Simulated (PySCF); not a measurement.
C2H7BO2Si.
SMILES: `OB1COC[SiH2]1`

The closed-shell ground state was solved at several levels (PySCF, density fitting, gas phase, non-relativistic). One conformer (not necessarily the lowest) at the PBE0-D3(BJ)/def2-SVP geometry, without solvent, vibrations or thermal averaging.

```json
{"level": "B3LYP/pcSseg-1", "basis functions": "144", "HOMO (eV)": "-6.36", "LUMO (eV)": "-1.04", "gap (eV)": "5.32", "dipole (D)": "2.07"}
{"level": "PBE0/pcSseg-1", "basis functions": "144", "HOMO (eV)": "-6.60", "LUMO (eV)": "-0.86", "gap (eV)": "5.74", "dipole (D)": "2.09"}
{"level": "PBE0/6-31+G*", "basis functions": "126", "HOMO (eV)": "-6.62", "LUMO (eV)": "-0.87", "gap (eV)": "5.75", "dipole (D)": "2.09"}
{"level": "PBE0/aug-cc-pVDZ", "basis functions": "205", "HOMO (eV)": "-6.63", "LUMO (eV)": "-0.93", "gap (eV)": "5.70", "dipole (D)": "1.95"}
{"level": "wB97X-D/def2-SVPD", "basis functions": "186", "HOMO (eV)": "-8.53", "LUMO (eV)": "0.90", "gap (eV)": "9.43", "dipole (D)": "1.97"}
{"level": "PBE/def2-SVPD", "basis functions": "186", "HOMO (eV)": "-5.35", "LUMO (eV)": "-1.93", "gap (eV)": "3.42", "dipole (D)": "1.99"}
```

Question: What might LDA/def2-SVPD (186 basis functions) give for the same quantities?

Answer: HOMO -5.47 eV, LUMO -2.15 eV, gap 3.32 eV, dipole 2.03 D.

Question: Over all these levels, which gives the widest orbital gap and which the narrowest?

Answer: wB97X-D/def2-SVPD (range-separated hybrid) has the widest, 9.43 eV, and LDA/def2-SVPD (LDA) the narrowest, 3.32 eV. The two share the basis. From the narrowest to the widest the HOMO moves by -3.06 eV and the LUMO by +3.05 eV.

Question: How much does the basis alone move the frontier levels among the 3 PBE0 rows?

Answer: The HOMO by 0.03 eV and the LUMO by 0.07 eV. By rising basis size (HOMO, LUMO in eV): 6-31+G* -6.62, -0.87; pcSseg-1 -6.60, -0.86; aug-cc-pVDZ -6.63, -0.93.

Question: How far do the dipole and the HOMO energy spread over the levels?

Answer: The dipole runs from 1.95 to 2.09 D (mean 2.03 D) and the HOMO from -8.53 to -5.35 eV.
